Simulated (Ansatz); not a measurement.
```xyz
7

N    -0.532   -1.038    0.526
As   -0.011   -0.094   -0.949
O     0.580    1.477   -0.271
H    -1.481   -0.849    0.813
H     0.089   -0.988    1.323
H     1.394   -0.680   -0.933
H    -0.040    2.172   -0.510
```

Charge 0, multiplicity 1.

**Question.** List the CAM-B3LYP/def2-TZVPP orbital energies in eV (the Gaussian-basis code of Ansatz). (Best estimate.)

**Answer.** Computed: Occupied: -11590.68, -1467.32, -1311.95, -1311.93, -1311.89, -522.28, -391.30, -192.82, -140.08, -140.01, -139.86, -47.32, -47.29, -47.16, -47.12, -47.07, -29.12, -25.54, -18.80, -15.37, -14.61, -12.64, -12.32, -10.43, -9.19, -8.70. Lowest empty: 0.92, 1.38, 2.70, 3.09, 3.53, 3.72, 7.45, 7.73.
